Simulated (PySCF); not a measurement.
**Bonding in `N#C[SiH2]C(F)(F)CF`**

Compound: C3H4F3NSi.
Numbering: `[N:1]#[C:2][SiH2:3][C:4]([F:5])([F:6])[CH2:7][F:8]` (hydrogens: H9, H10 on Si3; H11, H12 on C7)

Geometry (GFN2-xTB, Å), atoms numbered from 1 in this order:
```
atom  x, y, z in Å
N1     2.7231   -0.5044   -1.3877
C2     2.0169    0.0943   -0.7146
Si3    0.8732    1.0689    0.3916
C4    -0.5884   -0.1794    0.7218
F5    -0.1662   -1.2094    1.5180
F6    -1.5566    0.4463    1.4632
C7    -1.2009   -0.7560   -0.5480
F8    -0.9452    0.1025   -1.5877
H9     0.3331    2.2258   -0.3066
H10    1.5272    1.2888    1.6770
H11   -2.2863   -0.8652   -0.4657
H12   -0.7288   -1.7129   -0.7874
```

Bond orders from the PBE0/pcSseg-1 density (PySCF). Isolated species at its GFN2-xTB geometry (one conformer only).

(1) How far do the computed orders between heavy atoms stray from the drawn ones?

(2) Set the Mayer orders of the bonds between heavy atoms beside their lengths.

Answers

(1) The largest departure is 0.187, at Si3–C4 (drawn single, 0.813). Drawn single, order below 0.88: C2–Si3 (0.830) and Si3–C4 (0.813).

(2) 
```csv
bond,drawn as,length (Å),Mayer order
N1–C2,triple,1.145,2.926
C2–Si3,single,1.866,0.830
Si3–C4,single,1.950,0.813
C4–F5,single,1.369,0.904
C4–F6,single,1.371,0.904
C4–C7,single,1.523,0.963
C7–F8,single,1.372,0.881
```

Bonds between the same two heavy elements. C–Si: all 2 within 0.02 of one another (0.813 to 0.830). C–F: lowest C7–F8 (0.881, 1.372 Å), highest C4–F5 and C4–F6 (0.904, 1.369 Å). Bonds named together lie within 0.004.

Question: And the bonds to hydrogen?

Answer: H–Si: 0.95 (2 bonds); C–H: 0.94 (2 bonds).

Question: Sum the orders of all bonds at each heavy atom with more than one neighbour and set the sums beside the valence in the SMILES.

Answer: C2 3.756 (drawn 4), Si3 3.542 (drawn 4), C4 3.584 (drawn 4), C7 3.723 (drawn 4). Orders between atoms that aren't bonded are not in these sums.

Mayer orders depend on the basis set.
